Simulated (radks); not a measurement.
Values are calculated unless marked as measured or tabulated.
The table gives one normalised radial function P(r) = r R(r) of W+ in [Xe] 4f14 5d4 6s1 (r in bohr). Code: a radial shooting solver on a logarithmic mesh with Libxc functionals. Model: scalar-relativistic Kohn-Sham, LDA (Slater exchange, Perdew-Wang correlation), spin-polarised, spherical densities, finite nucleus; open shells are filled with parallel spins first (spin-orbit coupling, left out, can overturn this in heavy ions); Fermi nuclear charge, rms radius 5.3658 fm.

| r | P |
|---|---|
| 0.003623 | 0.0520 |
| 0.00491 | 0.0595 |
| 0.006654 | 0.0645 |
| 0.009018 | 0.0642 |
| 0.01222 | 0.0550 |
| 0.01656 | 0.0328 |
| 0.02245 | -0.0040 |
| 0.03042 | -0.0508 |
| 0.04123 | -0.0916 |
| 0.05588 | -0.0983 |
| 0.07573 | -0.0447 |
| 0.1035 | 0.0633 |
| 0.1402 | 0.1431 |
| 0.19 | 0.0929 |
| 0.2575 | -0.0871 |
| 0.349 | -0.2101 |
| 0.473 | -0.0819 |
| 0.6411 | 0.2075 |
| 0.8689 | 0.3349 |
| 1.178 | 0.1097 |
| 1.596 | -0.3204 |
| 2.163 | -0.6377 |
| 2.931 | -0.6486 |
| 3.973 | -0.4168 |
| 5.384 | -0.1652 |
| 7.297 | -0.0368 |
| 9.889 | -0.0040 |

Which n and l does it have? It may be an empty orbital.

Answer. n = 6, l = 0: the number of nodes gives n - l - 1 = 5, the rise at small r (about r^(l+1), flatter next to the nucleus through relativity) gives l, and the extent must fit the shell. The curve is that of 6s up; the table hardly tells the two spins apart. 6s up: eigenvalue -13.225 eV, 5 radial nodes at r = 0.0218, 0.0871, 0.225, 0.518, 1.28 bohr, <r> = 2.89 bohr, 90 % of the charge inside 4.19 bohr.
